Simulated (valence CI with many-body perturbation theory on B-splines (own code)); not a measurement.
## Tl⁴⁸⁺: what the settings do

Calculated by valence CI with perturbative core correlation (CI+MBPT): five valence electrons over a frozen Dirac-Fock core [Ar] 3d10, a basis of 6 s, 6 p, 5 d, 3 f, 1 g functions for each j, with the one-electron correlation potential Σ1 (screened to all orders), the two-electron term Σ2, the three-electron term Σ3, Breit, model QED; selected single and double excitations, second order for the rest, scaled by the run's own slope (own B-spline code, finite nucleus).

The last digits are not significant, and no measured levels were compared; by estimate large intervals hold to a few tenths of a per cent, small ones and those within an open d or f shell to about a per cent. Among the levels kept, up to 390 cm⁻¹ of a level comes from second order outside the variational space, and about a tenth of that is noise between levels of different J, which matters for small intervals.

The reference run has the lowest level (4s^2 4p1/2^2 4p3/2) J=3/2 and an ionisation energy of 2637.56 eV. Its largest variational space holds 10000 state functions.

Levels are named by their leading jj configuration (3d3/2^4 stands for four electrons in 3d with j = 3/2), which in mixed levels can hold well under half, so a name can repeat and another be missing. Letters in brackets count levels of one name in rising energy.

Changed runs:
A. selection threshold (hartree) 2e-08 → 1e-06
B. logarithmic knot step 0.27 → 0.4; averaging of valence orbitals over low configurations on → off
C. scale of Σ1 1 → 0.8; QED terms on → off
D. correlating orbitals by l 3 3 3 2 1 → 0 0 0 0 0 (bad on purpose)

Excitation energies of the reference run in cm⁻¹, and shifts in cm⁻¹:

```
                             Level  Reference         A        B       C      D
        (4s^2 4p1/2 4p3/2^2) J=3/2    1193040      -0.9     -2.3   -1706   -523
        (4s^2 4p1/2 4p3/2^2) J=5/2    1243100      -0.9     -2.2   -1697    +99
        (4s^2 4p1/2 4p3/2^2) J=1/2    1306510         0     -8.0   -1696   +503
        (4s^2 4p1/2^2 4d3/2) J=3/2    1445850      +0.3      +10   +3501   +681
        (4s^2 4p1/2^2 4d5/2) J=5/2    1767600      +0.5      +11   +2856   +760
        (4s 4p1/2^2 4p3/2^2) J=5/2    2140380      +0.2     -4.5  +12275   -426
        (4s 4p1/2^2 4p3/2^2) J=1/2    2274640      -1.0      -12  +12333   +247
        (4s 4p1/2^2 4p3/2^2) J=3/2    2290680      -0.4     -8.3  +11888   +173
              (4s^2 4p3/2^3) J=3/2    2508710      -0.4     -9.1   -3321    +66
(4s^2 4p1/2 4p3/2 4d3/2) J=5/2 [a]    2631250         0     +7.4   +1769    +59
(4s^2 4p1/2 4p3/2 4d3/2) J=3/2 [a]    2636660         0     +5.8   +1936   -132
(4s^2 4p1/2 4p3/2 4d3/2) J=1/2 [a]    2638030      -0.6     +5.8   +1796   -237
            Ionisation energy (eV)    2637.56  +0.00015  -0.0047   -0.10  -0.29
```
